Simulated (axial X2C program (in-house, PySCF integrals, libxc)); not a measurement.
## Working with the constants of NaSr⁻

A bond curve at the PBE0 level, with spin–orbit coupling, was computed with an axial X2C code built on PySCF integrals (basis Sr dyall-acv3z [14s13p9d6f1g], Na dyall-av3z [10s9p5d2f] (cores contracted in-house)) for the state Ω = 0 (closed shell). Its fit gives Re = 4.1363 Å, ωe = 77.3 cm⁻¹, ωexe = 0.46 cm⁻¹ and αe = 4.444e-04 cm⁻¹; the masses are 87.9056 and 22.9898 u. Two-component means X2C with spin–orbit coupling and atomic mean-field Coulomb and Gaunt terms.

Q: Find the reduced mass, Be and the force constant.

A: From the PBE0 values: μ = 18.2238 u. Be = 16.8576/(μ Re²) = 0.05407 cm⁻¹. k = 5.8918×10⁻⁷ μ ωe² = 0.0642 mdyn/Å.

Q: Give B0, the J = 1←0 line in GHz and the most populated J at 300 K (kT = 208.5 cm⁻¹).

A: B0 = Be − αe/2 = 0.05385 cm⁻¹; 2B0 = 3.228 GHz; J(max) ≈ √(kT/2B0) − 1/2 = 43.5, so J = 44.

Q: A Morse curve ties αe to the other constants (Pekeris). How well does that hold?

A: αe(Morse) = 6Be²/ωe × (√(ωexe/Be) − 1) = 4.349e-04 cm⁻¹; the PBE0 curve gives 4.444e-04 cm⁻¹, a ratio of 0.98.

Q: Where do the fundamental and the first overtone lie?

A: ν(1←0) = ωe − 2ωexe = 76.4 cm⁻¹; ν(2←0) = 2ωe − 6ωexe = 151.8 cm⁻¹.

Q: Estimate the centrifugal constant by the Kratzer relation.

A: D = 4Be³/ωe² = 1.06e-07 cm⁻¹.

The state is one determinant whose occupation by symmetry is held fixed; it was picked as the lowest of a PBE0 search that is not exhaustive. The highest occupied level of some functionals is positive through self-interaction error; at Hartree–Fock it is bound.
